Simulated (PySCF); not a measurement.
Core binding energy against partial charge

4-propylpyridine, C8H11N.
Atom-mapped SMILES: `[CH3:1][CH2:2][CH2:3][c:4]1[cH:5][cH:6][n:7][cH:8][cH:9]1`

Binding energies: delta-SCF UKS SCAN, pcX-2 on the ionised atom, pcseg-1 elsewhere, spin-free X2C in PySCF. Charges: PBE0/pcSseg-1 ground-state density, for the ionised atom.

```csv
atom,environment,C 1s (eV),Mulliken (e),IAO (e),Hirshfeld (e),ESP (e)
C5,aromatic CH carbon,290.28,-0.145,-0.192,-0.059,-0.734
C2,chain CH2 carbon,290.70,-0.268,-0.237,-0.062,+0.333
C1,methyl carbon,290.73,-0.278,-0.409,-0.113,-0.441
C4,substituted aromatic carbon,290.76,-0.188,+0.041,+0.024,+0.593
C6,aromatic CH next to a ring nitrogen,291.03,+0.162,-0.009,+0.013,+0.548
```

Give the correlation coefficient and slope of binding energy on charge for each scheme.

ESP: r = 0.79, slope 0.3 eV per e; Mulliken: r = 0.49, slope 0.7 eV per e; Hirshfeld: r = 0.44, slope 2.1 eV per e; IAO: r = 0.35, slope 0.5 eV per e. ESP charges have the highest r, on only 5 points.

The point-charge model writes a binding energy as kq + V + constant, with V the potential of the other atoms' charges at the site. What does it give with the IAO charges?

V = Σ 14.40 eV Å × q/r over all other atoms: +1.44 eV at C5, +1.45 eV at C2, +4.71 eV at C1, -3.01 eV at C4, -1.69 eV at C6. Fitting binding energy − V to q gives k = 17.1 eV per e and leaves an rms residual of 0.40 eV, against 0.23 eV for the fit on q alone. The model has no term for differences in relaxation between sites.

The unrestricted hole states depart most from a pure doublet (⟨S²⟩ = 0.75; over 0.85 named) for C 1s of C4 (0.87), which makes this value less certain. One conformer (not necessarily the lowest) at the PBE0-D3(BJ)/def2-SVP geometry, without solvent, vibrations or thermal averaging.

The values belong to the conformer `[CH3:1][CH2:2][CH2:3][c:4]1[cH:5][cH:6][n:7][cH:8][cH:9]1`: C1–C2–C3–C4 180°, C2–C3–C4–C5 89°.
